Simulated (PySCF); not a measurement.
## Highest orbital energy against ionisation energy along the 5p block

Calculated with PySCF 2.14, no spin-orbit coupling. Each cell gives −ε(HOMO) / ΔSCF in eV; NIST values include spin-orbit coupling, (s) semi-empirical, (t) theoretical.

| species | UHF | LDA | PBE | PBE0 | r2SCAN | NIST (lowest levels) |
| --- | --- | --- | --- | --- | --- | --- |
| In⁺ (x2c-QZVPPall with one added diffuse shell each of s, p, d, f type, spin-free X2C) | 17.293 / 17.015 | 15.295 / 19.405 | 14.918 / 18.975 | 15.730 / 18.662 | 15.108 / 18.696 | 18.870 |
| Sn⁺ (x2c-QZVPPall with one added diffuse shell each of s, p, d, f type, spin-free X2C) | 14.042 / 13.749 | 10.702 / 14.414 | 10.634 / 14.228 | 11.637 / 14.265 | 10.963 / 14.378 | 14.633 |
| Sb⁺ (x2c-QZVPPall with one added diffuse shell each of s, p, d, f type, spin-free X2C) | 16.400 / 16.002 | 12.641 / 16.671 | 12.567 / 16.475 | 13.695 / 16.537 | 12.943 / 16.650 | 16.626 ± 0.025 |
| Te⁺ (x2c-QZVPPall with one added diffuse shell each of s, p, d, f type, spin-free X2C) | 18.830 / 18.345 | 14.603 / 18.942 | 14.533 / 18.753 | 15.796 / 18.855 | 14.985 / 18.994 | 18.6 ± 0.4 |
| I⁺ (x2c-QZVPPall with one added diffuse shell each of s, p, d, f type, spin-free X2C) | 18.395 / 17.676 | 14.722 / 19.054 | 14.560 / 18.734 | 15.769 / 18.750 | 14.854 / 18.757 | 19.131 |
| Xe⁺ (x2c-QZVPPall with one added diffuse shell each of s, p, d, f type, spin-free X2C) | 20.882 / 20.071 | 16.766 / 21.396 | 16.597 / 21.067 | 17.931 / 21.113 | 16.938 / 21.114 | 20.975 (s) |

Problem. How far is −ε(HOMO) from ΔSCF on average for each method, and why?

Solution. UHF 0.50 eV; LDA -4.19 eV; PBE -4.07 eV; PBE0 -2.94 eV; r2SCAN -3.80 eV. Hartree-Fock orbital energies lack relaxation and so exceed the ΔSCF value; semilocal functionals have convex E(N) from self-interaction, so their HOMO lies far too high; exact exchange moves hybrids part of the way back.
